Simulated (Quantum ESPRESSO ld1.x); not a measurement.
Species: Zn13+. Configuration: [Ne] 3s2 3p5. Method: scalar-relativistic Kohn-Sham, PBEsol, spin-unpolarised, spherical densities, point nucleus; computed with ld1.x of Quantum ESPRESSO 7.5. Some entries of the table are withheld. Estimate them.

orbital  occ.  eigenvalue (hartree)  r(max) (bohr)
1s          2              -365.194        0.03293
2s          2                   (1)         0.1891
2p          6              -52.4363         0.1520
3s          2              -17.8517         0.5504
3p          5              -16.1027         0.5408
3d          0                   (2)            (3)
4s          0                   (4)            (5)

Answer. 
(1) 2s eigenvalue (hartree): -58.0499
(2) 3d eigenvalue (hartree): -13.4567
(3) 3d r(max) (bohr): 0.4600
(4) 4s eigenvalue (hartree): -8.23022
(5) 4s r(max) (bohr): 1.199
